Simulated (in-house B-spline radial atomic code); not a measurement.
Successive ionisation energies of tantalum; each step leads to the configuration of the next row (after the last: bare). Dirac energy differences include first-order Breit, QED and recoil terms. NIST's values go from ground level to ground level; the uncertainty of those that are theory runs from under 0.1 % in few-electron ions to several per cent in heavy many-electron ones. Computed with a radial B-spline atomic code at the basis-set limit: Dirac-Hartree-Fock, average of the configuration, finite nuclei.

```
  ion  configuration  ionisation energy (eV)  tabulated value (eV)    tabulated kind  computed minus tabulated (eV)  highest orbital  largest mean radius (bohr)
Ta60+   [Ne] 3s2 3p1                  6273.9                  6502  tabulated theory                           -228            3p3/2                     0.18699
Ta61+       [Ne] 3s2                  6768.6                  6769  tabulated theory                              0            3s1/2                     0.18628
Ta62+       [Ne] 3s1                  6899.9                  6900  tabulated theory                              0            3s1/2                     0.18548
Ta63+   [He] 2s2 2p6                       ?                     ?  tabulated theory                              ?                ?                           ?
Ta64+   [He] 2s2 2p5                 15916.1                 15461  tabulated theory                            455            2p3/2                     0.07664
Ta65+   [He] 2s2 2p4                 16263.8                 15820  tabulated theory                            444            2p3/2                    0.076302
Ta66+   [He] 2s2 2p3                 16614.8                 16150  tabulated theory                            465            2p3/2                    0.075965
Ta67+   [He] 2s2 2p2                       ?                     ?  tabulated theory                              ?                ?                           ?
Ta68+   [He] 2s2 2p1                 17326.9                 18250  tabulated theory                           -923            2p3/2                    0.075297
Ta69+       [He] 2s2                 18755.8                 18760  tabulated theory                             -4            2s1/2                    0.074967
Ta70+       [He] 2s1                       ?                     ?  tabulated theory                              ?                ?                           ?
Ta71+            1s2                 76847.2                 76852  tabulated theory                             -5            1s1/2                     0.01856
Ta72+            1s1                 78394.2              78394.63  tabulated theory                              0            1s1/2                     0.01845
```

Problem. Fill in the row of Ta63+.

Solution. ionisation energy (eV): 15571.7; tabulated value (eV): 15137; computed minus tabulated (eV): 435; highest orbital: 2p3/2; largest mean radius (bohr): 0.076981.

Problem. Fill in the row of Ta67+.

Solution. ionisation energy (eV): 16969.2; tabulated value (eV): 17840; computed minus tabulated (eV): -871; highest orbital: 2p3/2; largest mean radius (bohr): 0.07563.

Problem. Fill in the row of Ta70+.

Solution. ionisation energy (eV): 19087.9; tabulated value (eV): 19088.51; computed minus tabulated (eV): -1; highest orbital: 2s1/2; largest mean radius (bohr): 0.074641.

Problem. Where is the largest jump?

Solution. From Ta70+ to Ta71+, by a factor of 4.03 (19088 to 76847 eV); the highest orbital goes from 2s1/2 to 1s1/2.

Where a p, d or f electron is removed, the computed value is a mean over both j, so it misses the tabulated one by a part of the spin-orbit splitting; averaging over terms and missing correlation add to the gap, relatively most at low charge.
